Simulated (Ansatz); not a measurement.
Program: Ansatz. Geometries: PBE0-D4/def2-TZVP. ΔE: electronic, gas phase. CCSD(T)/CBS adds triple-zeta CCSD(T) − MP2 to the extrapolated MP2 energy (def2 sets, frozen cores). DFT in def2-TZVPP. HSE06 is defined as in plane-wave codes. def2 core potentials past Kr. For Ge, I outer-core shells are correlated without core-valence functions, which leaves a few kJ/mol of doubt a bond. Scalar relativity is left out up to krypton. One conformer a species, not always the lowest.

`[OH][GeH2][SiH2][SiH3]` + HI → `[OH][GeH2][I]` + `[SiH3][SiH3]`  (cleavage of the Ge–Si bond)

| level | ΔE (kcal/mol) |
| --- | --- |
| HSE06-D4 | -16.9 |
| B2PLYP | -18.9 |
| PBE-QIDH | -18.6 |
| CCSD/def2-SVP | -18.3 |

(1) What does CCSD(T)/CBS give? (An estimate is asked.)

(2) What do rigid-rotor, harmonic-oscillator terms from PBE0-D4/def2-TZVP frequencies (298.15 K, 1 bar) make of the CCSD(T)/CBS value? (An estimate is asked.)

Largest T1 diagnostic among the species: 0.013.

## Answers

(1) Ansatz gave: -17.8 kcal/mol. The listed levels differ from it by 0.9, -1.1, -0.8, -0.5 kcal/mol.

(2) Ansatz gave: ΔZPE = +1.6 kcal/mol, ΔH = -17.0 kcal/mol, ΔS = -9 J/(mol·K), ΔG = -16.3 kcal/mol. Modes under 50 cm⁻¹ make the entropy rough.

Leaving LDA and LC-ωPBE aside and taking each functional with its dispersion term where it has one, the values, not all of them listed here, spread over 3.6 kcal/mol, from BHLYP-D4 to PBE-D4. LDA lies +1.3 kcal/mol from PBE without D4. From PBE to PBE0 (25 % exact exchange), in def2-TZVPP and without D4, ΔE moves by −1.1 kcal/mol.
